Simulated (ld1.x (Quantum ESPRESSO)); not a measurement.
**krypton (Kr): excitation energies, all-electron against PAW**

| Property | Result |
| --- | --- |
| Element | krypton |
| Generator | ld1.x (Quantum ESPRESSO) 7.5 |
| Type | PAW |
| Functional | LDA (PZ) |
| Relativity | scalar-relativistic |
| Frozen core | [Ar] 3d10 |
| Valence charge | 8 |
| Reference configuration | 4s2 4p4 (charge +2) |
| Partial waves | 4s (bound): rcut 1.00, rcutus 1.20 bohr; 4s channel at -0.8 Ry: rcut 1.00, rcutus 1.20 bohr; 4p (bound): rcut 1.25, rcutus 1.45 bohr; 4p channel at -1.4 Ry: rcut 1.25, rcutus 1.45 bohr |
| Local potential | all-electron potential smoothed inside 1.35 bohr (lloc = -2) |
| Core correction | Bessel-smoothed model core inside 1.20 bohr |
| Augmentation charge | PSQ, inside the norm-conserving radii |

Energies are relative to the spin-unpolarised reference configuration 4s2 4p4; without spin polarisation the order of configurations can differ from experiment. Spin-polarised rows fill each open shell by Hund’s rule, majority spin first.

| valence configuration | charge | ΔE all-electron (eV) | error AE − PS (meV) |
| --- | --- | --- | --- |
| 4s2 4p6 | 0 | -39.774 | -6.4 |
| 4s2 4p5 | +1 | -25.337 | -1.0 |
| 4s2 4p3 | +3 | 37.273 | -21 |
| 4s2 4p5.5 | +0.5 | -33.845 | -3.8 |
| 4s1 4p6 | +1 | -10.801 | +3.3 |
| 4s2 4p2 | +4 | 87.347 | -92 |
| 4s2 4p5 (spin-polarised) | +1 | -25.514 | -1.6 |

Problem. What are ΔE and the potential's error for 4s2 4p4 (spin-polarised)?

Solution. ΔE = -0.814 eV all-electron; the error (AE − PS) is -3.3 meV.

Levels in the configuration 4s2 4p5.5:

```json
{"level": "4s", "all-electron (eV)": "-28.522", "pseudo (eV)": "-28.504"}
{"level": "4p", "all-electron (eV)": "-14.385", "pseudo (eV)": "-14.377"}
```

Note: ghost state, extra bound levels that the all-electron valence spectrum of the same l lacks: d at -15.4 eV. A true bound ghost makes a file unfit for plane-wave use.
